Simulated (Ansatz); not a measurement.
Input file for Ansatz (a first-principles code): U-B2PLYP/def2-TZVPP on AlZn, 2S+1 = 2, a spin state set in the input, which need not be the lowest, a point of a bond scan (R = 2.708 Å).

Ansatz 0.2 input:
```yaml
crystal:
  periodic: [false, false, false]
  atoms:
    - {symbol: Zn, position_ang: [0.00000000, 0.00000000, 0.00000000]}
    - {symbol: Al, position_ang: [0.00000000, 0.00000000, 2.70789800]}
basis:
  gaussian:
    orbitals: def2-TZVPP
    pivot_positions_ang: [[0.00000000, 0.00000000, 0.00000000], [0.00000000, 0.00000000, 2.70789800]]
hamiltonian:
  xc: {name: B2PLYP}
magnetization: {spin_polarized: true, initial_magnetization: 1}
correlation: {electrons: valence}
output: {orbitals: {seedname: ./end}}
```

Program output:

```
WARN ansatz: RAYON_NUM_THREADS=2 ignored (pool sized by the plan → 2); use --threads N
Functional definition: B2PLYP
integrals: 0.07 GiB planned
801 factors; integrals over basis functions are off by at most 3.4e-4 eV
mean field: 0.55 GiB planned
mean field evaluation 1: about -54999.4802 eV, gradient 8.2e0 eV
mean field evaluation 2: about -54999.5248 eV, gradient 8.2e0 eV
mean field evaluation 4: about -54999.6935 eV, gradient 6.2e-1 eV
mean field evaluation 8: about -54999.6998 eV, gradient 4.2e-2 eV
mean field evaluation 16: about -54999.6999 eV, gradient 1.6e-3 eV
mean field evaluation 32: about -54999.6860 eV, gradient 8.1e-1 eV
mean field -54999.69991543 eV, -2021.2016917567 hartree, gradient 7.3e-6 eV, S^2 0.758732; 6 other end points of the search recorded, 0 dependent functions left out
10 core orbitals not correlated, not the lowest: weight in the atoms' cores, before any rotation towards them, 1.000 or more for the frozen orbitals, at most 0.000 for the correlated occupied ones
reference -54999.70002703 eV, -2021.2016958576 hartree; 12, 11 occupied and 84, 85 virtual orbitals, 801 factors
second order -27.43657477 eV of doubles, -0.00000000 eV of singles
Total energy: -55007.10790222 eV, -2021.4739302495 hartree
```

Self-consistency was reached.

Cost: about 13 core-seconds (a rough figure).
